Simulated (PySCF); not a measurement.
Isomers of C4H11FO2Si, mass 138.051 u with the commonest isotopes. Method used: PBE0/pcSseg-1 in PySCF (dipole) on a GFN2-xTB geometry, gas phase. One conformer each, none proved a minimum here; rigid rotors.

Question: Order these by dipole moment, largest first.
A. `[CH3:1][Si@H:2]([OH:3])[CH2:4][CH2:5][O:6][CH2:7][F:8]` with C1–Si2–O3–H -56°, C1–Si2–C4–C5 -179°, Si2–C4–C5–O6 -178°, C4–C5–O6–C7 -175°, C5–O6–C7–F8 -70°
B. `[CH3:1][C@H:2]([CH2:3][OH:4])[O:5][SiH2:6][CH2:7][F:8]` with C1–C2–C3–O4 -176°, C2–C3–O4–H -63°, C1–C2–O5–Si6 151°, C2–O5–Si6–C7 179°, O5–Si6–C7–F8 -179°
C. `[CH3:1][CH:2]([CH3:3])[Si:4]([OH:5])([OH:6])[CH2:7][F:8]` with C1–C2–Si4–O5 -58°, C2–Si4–O5–H -84°, C2–Si4–O6–H -67°, C2–Si4–C7–F8 62°

Answer: B (4.65 D), A (1.85 D), C (1.44 D).

Question: Order these by rotational constant C, smallest first.
A. `[CH3:1][CH:2]([CH3:3])[Si:4]([OH:5])([OH:6])[CH2:7][F:8]` with C1–C2–Si4–O5 -58°, C2–Si4–O5–H -84°, C2–Si4–O6–H -67°, C2–Si4–C7–F8 62°
B. `[CH3:1][Si@H:2]([OH:3])[CH2:4][CH2:5][O:6][CH2:7][F:8]` with C1–Si2–O3–H -56°, C1–Si2–C4–C5 -179°, Si2–C4–C5–O6 -178°, C4–C5–O6–C7 -175°, C5–O6–C7–F8 -70°
C. `[CH3:1][C@H:2]([CH2:3][OH:4])[O:5][SiH2:6][CH2:7][F:8]` with C1–C2–C3–O4 -176°, C2–C3–O4–H -63°, C1–C2–O5–Si6 151°, C2–O5–Si6–C7 179°, O5–Si6–C7–F8 -179°

Answer: B (544.7 MHz), C (704.3 MHz), A (1166 MHz).

Question: Order these by out-of-plane moment Σ m c² = (Ia + Ib − Ic)/2, largest first.
A. `[CH3:1][CH:2]([CH3:3])[Si:4]([OH:5])([OH:6])[CH2:7][F:8]` with C1–C2–Si4–O5 -58°, C2–Si4–O5–H -84°, C2–Si4–O6–H -67°, C2–Si4–C7–F8 62°
B. `[CH3:1][Si@H:2]([OH:3])[CH2:4][CH2:5][O:6][CH2:7][F:8]` with C1–Si2–O3–H -56°, C1–Si2–C4–C5 -179°, Si2–C4–C5–O6 -178°, C4–C5–O6–C7 -175°, C5–O6–C7–F8 -70°
C. `[CH3:1][C@H:2]([CH2:3][OH:4])[O:5][SiH2:6][CH2:7][F:8]` with C1–C2–C3–O4 -176°, C2–C3–O4–H -63°, C1–C2–O5–Si6 151°, C2–O5–Si6–C7 179°, O5–Si6–C7–F8 -179°

Answer: A (112.61 u·Å²), B (20.95 u·Å²), C (16.24 u·Å²).

| SMILES | point group | Ia (u·Å²) | Ib (u·Å²) | Ic (u·Å²) | κ | μa (D) | μb (D) | μc (D) |
| --- | --- | --- | --- | --- | --- | --- | --- | --- |
| C[Si@H](O)CCOCF | C1 | 123.65 | 846.00 | 927.76 | -0.97 | 1.27 | 1.32 | 0.27 |
| CC(C)[Si](O)(O)CF | C1 | 306.28 | 352.34 | 433.41 | 0.11 | 0.67 | 1.08 | 0.68 |
| C[C@H](CO)O[SiH2]CF | C1 | 164.01 | 586.07 | 717.59 | -0.87 | 4.45 | 0.85 | 1.05 |
